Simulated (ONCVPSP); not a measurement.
## Ranking ONCV potentials for Tc

All share these settings but for the change named:

ONCVPSP 4.0.1 input, shortened (lines: element, Z, core and valence counts, functional; n l f; lmax; l rc ep ncon nbas qcut; lloc lpopt rc5 dvloc0; l nproj debl; icmod fcfact rcfact), PBE, fully relativistic:

```
  Tc 43.00    6    4        4      upf
    1    0    2.00
    2    0    2.00
    2    1    6.00
    3    0    2.00
    3    1    6.00
    3    2   10.00
    4    0    2.00
    4    1    6.00
    4    2    5.00
    5    0    2.00
    2
    0    1.35    0.00    3    7    7.20
    1    1.50    0.00    5    8   10.30
    2    2.35    0.00    5   10    7.70
    4    4    0.90    4.00
    0    3    1.80
    1    2    2.90
    2    2    3.00
    2    0.20    0.85
```

Open shells are filled in proportion to 2j + 1.

Test errors are all-electron minus pseudo excitation energies from the reference, over 4s2 4p6 4d5 5s1; 4s2 4p6 4d5 5s0; 4s2 4p6 4d4 5s0; 4s2 4p5 4d5 5s2. None of these files shows a bound ghost.

The base gives 23.2 meV.

Of 6 variants that were run, those that failed, showed a ghost or another fault, or gave nearly equal values are left out.

(1) Rank these variants by their largest absolute test error, smallest first.
A. all radii but the core radius scaled by about 1.15 (s 1.56, p 1.72, d 2.70 bohr); local potential polynomial inside 1.04 bohr (lpopt 4, dvloc0 4 Ha)
B. all radii but the core radius scaled by about 0.89 (s 1.20, p 1.34, d 2.10 bohr); local potential polynomial inside 0.80 bohr (lpopt 4, dvloc0 4 Ha)
C. all radii but the core radius scaled by about 1.05 (s 1.42, p 1.58, d 2.48 bohr); local potential polynomial inside 0.96 bohr (lpopt 4, dvloc0 4 Ha)
D. all radii but the core radius scaled by about 1.32 (s 1.78, p 1.98, d 3.12 bohr); local potential polynomial inside 1.20 bohr (lpopt 4, dvloc0 4 Ha)
E. all radii but the core radius scaled by about 0.78 (s 1.06, p 1.18, d 1.84 bohr); local potential polynomial inside 0.70 bohr (lpopt 4, dvloc0 4 Ha)

Results:

(1) E (4.3 meV), B (10.5 meV), C (33.2 meV), A (55.8 meV), D (105.6 meV).
